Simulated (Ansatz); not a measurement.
`O[SiH]1BC1` + HBr → `Br[SiH]1BC1` + H₂O at 600 K and 1 bar (ligand exchange at the Si–O bond).

Calculated with Ansatz (gas phase, PBE0-D4/def2-TZVP geometries, no zero-point term in ΔE). CCSD(T)/CBS adds triple-zeta CCSD(T) − MP2 to the extrapolated MP2 energy (def2 sets, frozen cores). This one scheme is used for every species. For Br outer-core shells are correlated without core-valence functions, which leaves a few kJ/mol of doubt a bond. Scalar relativity is left out up to krypton. Each species was taken in one conformer, which may not be the lowest.

```
      species  CCSD(T)/CBS energy (Eh)  H − E (kJ/mol)  S (J/(mol·K))
 `O[SiH]1BC1`               -430.08182           212.0          385.1
          HBr              -2573.91920            33.5          219.1
`Br[SiH]1BC1`              -2927.63016           175.5          397.8
          H₂O                -76.37941            76.8          212.8
```

H − E and S are ideal-gas, rigid-rotor, harmonic terms from PBE0-D4/def2-TZVP, for one conformer and one mirror image of each species. 1 Eh = 2625.50 kJ/mol, R = 8.31446 J/(mol·K).

By hand: ΔE, ΔH, ΔS and ΔG.

ΔE = (-2927.63016) + (-76.37941) − (-430.08182) − (-2573.91920) = -0.00855 Eh = -22.4 kJ/mol. Δ(H − E) = 175.5 + 76.8 − 212.0 − 33.5 = 6.8, so ΔH = -15.6 kJ/mol. ΔS = 397.8 + 212.8 − 385.1 − 219.1 = 6.4 J/(mol·K). ΔG = -15.6 − 600 × (6.4)/1000 = -19.4 kJ/mol.

By hand: the equilibrium constant, and the temperature at which ΔG would vanish if ΔH and ΔS stayed fixed.

log₁₀ K = −ΔG/(RT ln 10) = 1.7. ΔH and −TΔS have one sign here, so there is no such temperature.

The number of gas molecules stays the same, so ΔS is small and ΔH decides. A doubt of 5 kJ/mol in ΔE shifts log₁₀ K by 0.4 here. Other conformers and mirror images would add mixing entropy, several J/(mol·K) or more a flexible species. These are equilibria of isolated gas molecules and say nothing of rates. Largest T1 diagnostic: 0.014 (customary marks: 0.02 for closed shells, 0.045 for open ones).

ΔS is within the doubt of such terms, so its sign, and with it that verdict, could turn.
